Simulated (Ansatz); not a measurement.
Program: Ansatz 0.2.0.

A structure relaxed at PBE0-D4/def2-TZVPD, charge -1, multiplicity 1:

```xyz
8

O    -0.237   -1.895   -0.247
S    -0.548   -0.683    0.479
O    -1.893   -0.179    0.305
O    -0.024   -0.611    1.826
C     0.469    0.585   -0.411
F     0.132    0.679   -1.706
F     0.322    1.808    0.121
F     1.779    0.296   -0.368
```

Q: Give its formula and SMILES.

A: CF3O3S, `O=S(=O)([O-])C(F)(F)F` (triflate).

Q: Point group (tolerance 0.08 Å, 0.16 Å for H)?

A: C3v.

Q: Summarise the bond lengths by kind.

A: 3 × O–S 1.447 Å; 1 × C–S 1.853 Å; 3 × C–F 1.341 Å.
